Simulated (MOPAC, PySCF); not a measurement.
H4O4Si, SMILES `O[Si](O)(O)O`, neutral singlet in the gas phase. 

Z-matrix (Å, degrees):
```
Si
O 1 1.6310
H 2 0.9581 1 116.48
O 1 1.6310 2 106.34 3 -36.34
H 4 0.9581 1 116.52 2 160.72
O 1 1.6310 2 115.85 3 81.63
H 6 0.9581 1 116.50 2 81.30
O 1 1.6310 2 106.39 3 -160.39
H 8 0.9581 1 116.48 2 36.59
```
Charge 0, spin multiplicity 1.

All levels are single points at this geometry (PBE0-D3(BJ)/def2-TZVP); Pople sets use spherical d functions. Orbital energies aren't observables, and empty levels follow the basis.

ωB97X-D3(BJ)/def2-TZVP in PySCF gives dipole (D) = 0.01.

Question: Estimate the dipole (D) from each of these levels: PBE-D3(BJ)/def2-TZVP in PySCF; PBE0-D3(BJ)/def2-TZVP in PySCF; B3LYP/6-311+G** in PySCF; B3LYP/6-31G* in PySCF; B3LYP/LANL2DZ in PySCF; BP86/6-31G* in PySCF; PBE/6-31G* in PySCF; HF/6-31G* in PySCF; HF/STO-3G in PySCF; AM1 in MOPAC; PM3 in MOPAC; PM6 in MOPAC.

Answer: 
```
level                           dipole (D)
------------------------------  ----------
PBE-D3(BJ)/def2-TZVP in PySCF         0.01
PBE0-D3(BJ)/def2-TZVP in PySCF        0.01
B3LYP/6-311+G** in PySCF              0.01
B3LYP/6-31G* in PySCF                 0.01
B3LYP/LANL2DZ in PySCF                0.01
BP86/6-31G* in PySCF                  0.01
PBE/6-31G* in PySCF                   0.01
HF/6-31G* in PySCF                    0.01
HF/STO-3G in PySCF                    0.01
AM1 in MOPAC                          0.01
PM3 in MOPAC                          0.01
PM6 in MOPAC                          0.01
```
